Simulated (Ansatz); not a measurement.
Calculated with Ansatz (gas phase, PBE0-D4/def2-TZVP geometries, no zero-point term in ΔE). CCSD(T)/CBS is the MP2 limit (def2-TZVPP, def2-QZVPP) plus CCSD(T) − MP2 in def2-TZVPP, frozen cores. This one scheme is used for every species. DFT in def2-TZVPP. For Ge outer-core shells are correlated without core-valence functions, which leaves a few kJ/mol of doubt a bond. Scalar relativity is left out up to krypton. Each species was taken in one conformer, which may not be the lowest.

Reaction (cleavage of the Si–Si bond): `O[SiH2][SiH2][GeH3]` + H₂S → `S[SiH2][GeH3]` + `O[SiH3]`

Is it downhill or uphill in electronic energy at CCSD(T)/CBS, and by how much? (An estimate is asked.)

Ansatz gave: Downhill: ΔE = -53.0 kJ/mol.

What do these levels give: ωB97X-V, ωB97M-V, B2PLYP, PBE, HF/def2-TZVPP, MP2/def2-TZVPP, SCS-MP2/def2-TZVPP, CCSD(T)/def2-TZVPP, HF/def2-QZVPP, MP2/def2-QZVPP, SCS-MP2/def2-QZVPP, MP2/CBS(def2)? (Best estimate.)

Ansatz gave: ωB97X-V -50.8, ωB97M-V -55.5, B2PLYP -55.8, PBE -44.4, HF/def2-TZVPP -63.4, MP2/def2-TZVPP -59.6, SCS-MP2/def2-TZVPP -59.8, CCSD(T)/def2-TZVPP -50.4, HF/def2-QZVPP -64.0, MP2/def2-QZVPP -61.3, SCS-MP2/def2-QZVPP -61.4, MP2/CBS(def2) -62.2 kJ/mol.

Largest T1 diagnostic among the species: 0.012.

The D4 term adds +3.1 kJ/mol with B3LYP and +2.1 kJ/mol with PBE0; it sums over pairs of atoms, weighted by their polarisabilities, and B3LYP, whose exchange is more repulsive, gets the larger term. From PBE to PBE0 (25 % exact exchange), in def2-TZVPP and without D4, ΔE moves by −3.2 kJ/mol.

B3LYP here is the variant with VWN-RPA as its local correlation; programs differ in this.
